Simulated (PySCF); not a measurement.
H₃InO₂Se, SMILES [OH][In]([OH])[SeH]. Atoms are numbered in the order given.

```xyz
7

In    -0.0040    -0.6685     0.0000
O     -1.7211    -1.6989     0.0000
H     -1.5715    -2.6550     0.0000
O      1.8000    -1.5453     0.0000
H      1.7397    -2.5111     0.0000
Se    -0.0593     1.8246     0.0000
H      1.4139     1.8390     0.0000
```
Charge 0, spin multiplicity 1.

The structure is a stationary point at r2SCAN-D4/def2-SVP. The structure was generated by enumeration; whether it is a known compound was not checked. The def2 effective core potentials stand for the cores of In; spin–orbit coupling is left out. Other conformers were not sampled.

The numbers are results of r2SCAN/def2-TZVP (PySCF), not measurements.

ESP charges are fitted to the potential on shells at 1.4 to 2.0 van der Waals radii. Atomic charges (e):

```
atom  ESP fit  Mulliken  Löwdin
----  -------  --------  ------
In1      0.76      0.86    0.15
O2      -0.65     -0.64   -0.32
H3       0.35      0.31    0.16
O4      -0.74     -0.64   -0.32
H5       0.39      0.31    0.16
Se6     -0.26     -0.35    0.09
H7       0.15      0.15    0.08
```
